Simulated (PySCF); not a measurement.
Frontier orbitals and the lowest excitations

Compound: H2Te2.
Z-matrix (Å and degrees, PBE0-D3(BJ)/def2-SVP geometry), rows numbered from 1:
```
Te
Te  1  2.7166
H   1  1.6700  2   95.37
H   2  1.6701  1   95.36  3   -90.12
```

The calculation used PySCF, TDDFT wB97X-D/def2-SVPD, vertical, gas phase, core orbitals frozen in the response, def2 core potentials past Kr. Spin–orbit coupling is left out.

Kohn–Sham orbitals with the atoms that hold most of them (Löwdin shares over 4%, at most four atoms; ? is withheld):

```csv
orbital,ε (eV),atoms
LUMO+2,1.15,"Te1 38%, Te2 38%, H3 12%, H4 12%"
LUMO+1,0.93,"Te2 38%, Te1 38%, H4 12%, H3 12%"
LUMO,-0.68,?
HOMO,-8.40,"Te1 46%, Te2 45%, H3 5%, H4 4%"
HOMO-1,-8.41,"Te2 46%, Te1 45%, H4 5%, H3 5%"
HOMO-2,-10.33,"Te1 47%, Te2 47%"
HOMO-3,-11.96,"Te2 36%, Te1 36%, H4 14%, H3 14%"
```

Q: Which atoms hold the LUMO, and with what shares?

A: Te2 (bonded to Te and H) 47%; Te1 (bonded to Te and H) 47%.

Q: The HOMO–LUMO gap is 7.72 eV. Where does the response calculation put the lowest singlet, and from which orbitals?

A: S1 is at 3.17 eV (f = 0.0058), 4.55 eV below the gap, made of HOMO→LUMO (92%). 

Next come S2 at 3.17 eV (f 0.0032), HOMO-1→LUMO (93%); S3 at 4.70 eV (f 0.0097), HOMO-1→LUMO+1 (64%), HOMO→LUMO+2 (30%); S4 at 4.72 eV (f 0.010), HOMO→LUMO+1 (67%), HOMO-1→LUMO+2 (27%); S5 at 5.45 eV (f 0.010), HOMO→LUMO+2 (46%), HOMO-1→LUMO+1 (26%), HOMO-2→LUMO (20%).

On one thread of an AMD EPYC, no GPU, shared host with 64 logical CPUs at a one-minute load of 59, this took 31 s of wall time (grids of density and orbitals included) and 0.44 GiB of memory at its peak.
